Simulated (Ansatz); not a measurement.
```yaml
crystal:
  periodic: [false, false, false]
  atoms:
    - {symbol: Ca, position_ang: [-0.870524, 0.800671, -1.600175]}
    - {symbol: Ca, position_ang: [0.872177, -0.799603, 1.599753]}
    - {symbol: O, position_ang: [-0.001652, -0.001068, 0.000422]}
basis:
  gaussian: {orbitals: "6-31G*", point_charges: [{charge: 2.00, position_ang: [4.874, 0.092, 0.454]}]}
total_charge: 1
magnetization: {spin_polarized: true, initial_magnetization: 1}
hamiltonian: {xc: {name: revPBE}}
scf: {omitted_lower_state_checks: [starts]}
```

```sh
$ ansatz run in.yaml --threads 4 --pin off --events-out ev --progress --plain --max-ram 3916MiB
```

Shortened log:

```
Functional definition: revPBE
885 factors; their error is unknown
mean field evaluation 1: about -38874.0631 eV, gradient 9.4e1 eV
mean field evaluation 2: about -38505.3628 eV, gradient 1.5e2 eV
mean field evaluation 4: about -38893.8800 eV, gradient 6.6e1 eV
mean field evaluation 8: about -38911.0413 eV, gradient 3.3e-1 eV
mean field evaluation 16: about -38910.9828 eV, gradient 1.6e-3 eV
mean field -38910.98280305 eV, -1429.9522432007 hartree, gradient 7.4e-5 eV, S^2 0.750155; 0 other end points of the search recorded, 0 dependent functions left out
reference -38910.98287764 eV, -1429.9522459419 hartree; 24, 23 occupied and 61, 62 virtual orbitals, 885 factors
Total energy: -38910.98287764 eV, -1429.9522459419 hartree
Checks for a lower state left out: starts
```

Hardware: 4 threads of Arm Neoverse V1 on a shared host. Wall time 1.5 s.

The 6-31G sets use Cartesian d functions.
